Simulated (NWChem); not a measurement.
System: bicarbonate (CHO3 anion); SMILES O=C(O)[O-]

The following NWChem deck was run.

```
start job
memory heap 200 mb stack 900 mb global 1100 mb
charge -1
geometry units angstroms noautosym nocenter noautoz
  O     -0.588828    -1.138242     0.000000
  C      0.037553     0.158872     0.000000
  O      1.288462     0.111895     0.000000
  O     -0.756650     1.106221     0.000000
  H      0.163965    -1.742692     0.000000
end
basis spherical
  O library 6-31g*
  C library 6-31g*
  H library 6-31g*
end
dft
  xc pbe0
  iterations 150
end
property
  efieldgrad
end
task dft property
```

NWChem printed, in part:

```
             Northwest Computational Chemistry Package (NWChem) 7.3.0
             --------------------------------------------------------

                             Geometry "geometry" -> ""
                             -------------------------

 Output coordinates in angstroms (scale by  1.889725989 to convert to a.u.)

  No.       Tag          Charge          X              Y              Z
 ---- ---------------- ---------- -------------- -------------- --------------
    1 O                    8.0000    -0.58882800    -1.13824200     0.00000000
    2 C                    6.0000     0.03755300     0.15887200     0.00000000
    3 O                    8.0000     1.28846200     0.11189500     0.00000000
    4 O                    8.0000    -0.75665000     1.10622100     0.00000000
    5 H                    1.0000     0.16396500    -1.74269200     0.00000000

 Effective nuclear repulsion energy (a.u.)     112.8453591758

                              NWChem Property Module
                              ----------------------

  itol2e modified to match energy
  convergence criterion.

                                 NWChem DFT Module
                                 -----------------

 Summary of "ao basis" -> "ao basis" (spherical)
 ------------------------------------------------------------------------------
       Tag                 Description            Shells   Functions and Types
 ---------------- ------------------------------  ------  ---------------------
 O                           6-31g*                  6       14   3s2p1d
 C                           6-31g*                  6       14   3s2p1d
 H                           6-31g*                  2        2   2s

  itol2e modified to match energy
  convergence criterion.

            General Information
            -------------------
          SCF calculation type: DFT
          Wavefunction type:  closed shell.
          No. of atoms     :     5
          No. of electrons :    32
           Alpha electrons :    16
            Beta electrons :    16
          Charge           :    -1
          Spin multiplicity:     1
          Use of symmetry is: off; symmetry adaption is: off
          Maximum number of iterations: 150
          AO basis - number of functions:    58
                     number of shells:    26
          Convergence on energy requested:  1.00D-07
          Convergence on density requested:  1.00D-05
          Convergence on gradient requested:  5.00D-04

[...]

          -----------------------
          Electric field gradient
          -----------------------

 1 a.u. = 0.324123 10**(16) esu/cm**3  ( or statvolts/cm**2 ) = 0.97174 10**(22) v/m**2

 ------------------------------------------------------------
   Atom      X         Y         Z
 ------------------------------------------------------------
    1 O   -1.11272  -2.15097   0.00000
 ------------------------------------------------------------

 Electric field gradient in molecular frame (a.u.)
         XX             YY             ZZ             XY             XZ             YZ
 ------------------------------------------------------------------------------------------
       -0.021266      -1.369360       1.390626       0.484528       0.000000      -0.000000

 Principal components (a.u.) and orientation
 of principal axis w.r.t. absolute frame                      Asymmetry parameter eta
 --------------------------------------------------------------------------------------
       -1.525438       1.390626       0.134811                       0.823249

       -0.306608       0.000000       0.951836
        0.951836      -0.000000       0.306608
        0.000000       1.000000      -0.000000

 ------------------------------------------------------------
   Atom      X         Y         Z
 ------------------------------------------------------------
    2 C    0.07096   0.30022   0.00000
 ------------------------------------------------------------

 Electric field gradient in molecular frame (a.u.)
         XX             YY             ZZ             XY             XZ             YZ
 ------------------------------------------------------------------------------------------
        0.253396       0.001340      -0.254736      -0.171301       0.000000      -0.000000

 Principal components (a.u.) and orientation
 of principal axis w.r.t. absolute frame                      Asymmetry parameter eta
 --------------------------------------------------------------------------------------
        0.340034      -0.254736      -0.085299                       0.498294

        0.892359       0.000000       0.451327
       -0.451327       0.000000       0.892359
        0.000000       1.000000      -0.000000

 ------------------------------------------------------------
   Atom      X         Y         Z
 ------------------------------------------------------------
    3 O    2.43484   0.21145   0.00000
 ------------------------------------------------------------

 Electric field gradient in molecular frame (a.u.)
         XX             YY             ZZ             XY             XZ             YZ
 ------------------------------------------------------------------------------------------
       -1.124921       1.207193      -0.082272       0.093345       0.000000       0.000000

 Principal components (a.u.) and orientation
 of principal axis w.r.t. absolute frame                      Asymmetry parameter eta
 --------------------------------------------------------------------------------------
        1.210923      -1.128651      -0.082272                       0.864117

        0.039930       0.999202       0.000000
        0.999202      -0.039930      -0.000000
        0.000000      -0.000000       1.000000

 ------------------------------------------------------------
   Atom      X         Y         Z
 ------------------------------------------------------------
    4 O   -1.42986   2.09045   0.00000
 ------------------------------------------------------------

[...]
```

Level: PBE0/6-31G* (spherical d). Sets without diffuse functions describe the anion's extra electron poorly. Coordinates come from a B3LYP/def2-SVPD optimisation. NWChem prints the field gradient with the sign opposite to the second derivative of the potential.
